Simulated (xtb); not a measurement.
xtb input:

```bash
xtb mol.xyz --gfn 2 --ohess tight --chrg -1 --uhf 0
```
mol.xyz:
```
10

C      1.72817802     0.13101806    -0.94610412
Ge     0.08988923     0.04149605    -0.10180592
C     -1.81570009     0.26073411    -0.67011914
F     -0.13430465    -1.56420977     0.75366696
F      0.04101943     1.17106507     1.25816983
H      1.84993323    -0.67932991    -1.69052786
H      1.94295556     1.13459725    -1.38347519
H     -1.89891277     1.25493308    -1.10172164
H     -2.00690164    -0.51095580    -1.43685861
H     -2.49767804     0.12986498     0.12881769
```

Question: What final total energy does it print?

Answer: -18.47952 Eh (GFN2-xTB).

It need not be the lowest isomer of its formula. Whether it binds its extra electron was not tested at this geometry.
